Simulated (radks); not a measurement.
Spherical quantum dot in the effective-mass picture: electrons in a well V = -V0 / (1 + exp((r - R)/a)) with V0 = 25.4, R = 2.89, a = 0.19, all in effective atomic units (hartree* = m*/eps^2 hartree, bohr* = eps/m* bohr), one dielectric constant everywhere. Method: non-relativistic Kohn-Sham, PBE, spin-polarised, spherical densities; computed with a radial shooting solver with Libxc functionals. Levels are named by radial order and angular momentum (1s, 1p, 1d, 2s, ...), and open shells are averaged over m.

N = 31, configuration 1s2 1p6 1d10 1f(up 7, down 6). This is the lowest configuration that the search found. Occupied and some empty levels:

| level | occupation | eigenvalue (hartree*) | <r> (bohr*) |
|---|---|---|---|
| 1s up | 1 | -10.269 | 1.829 |
| 1s down | 1 | -10.257 | 1.827 |
| 1p up | 3 | -9.9052 | 1.928 |
| 1p down | 3 | -9.8925 | 1.927 |
| 1d up | 5 | -9.3034 | 2.010 |
| 1d down | 5 | -9.2899 | 2.010 |
| 1f up | 7 | -8.5001 | 2.080 |
| 1f down | 6 | -8.4861 | 2.079 |
| 2s up | 0 | -8.1443 | 1.330 |
| 2s down | 0 | -8.1393 | 1.330 |
| 1g up | 0 | -7.5171 | 2.140 |
| 1g down | 0 | -7.5028 | 2.140 |
| 2p up | 0 | -7.0927 | 1.558 |
| 2p down | 0 | -7.0861 | 1.558 |
| 2d up | 0 | -5.8773 | 1.713 |
| 2d down | 0 | -5.8692 | 1.713 |

Energy (hartree*): total -497.107, kinetic 59.951, external -757.08, Hartree 219.76, exchange-correlation -19.737.
